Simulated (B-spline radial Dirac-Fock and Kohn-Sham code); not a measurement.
Model: ΔSCF Dirac-Fock with Breit, self-energy and vacuum polarisation, finite nucleus, configuration average. Program: a radial atomic solver. Free neutral atoms.

Task: Order these X-ray lines by photon energy, lowest first.
A. Pd Lβ4
B. Ar Kα1
C. Sn Lγ2
D. Ar Kβ1
E. Ce Lα1
F. La Lγ2

Result: B (2957.7 eV), A (3048.2 eV), D (3191.1 eV), C (4369.6 eV), E (4839.5 eV), F (6050.9 eV).

Values without a named source are computed, but for edge energies of neutral atoms, which are taken from tables.
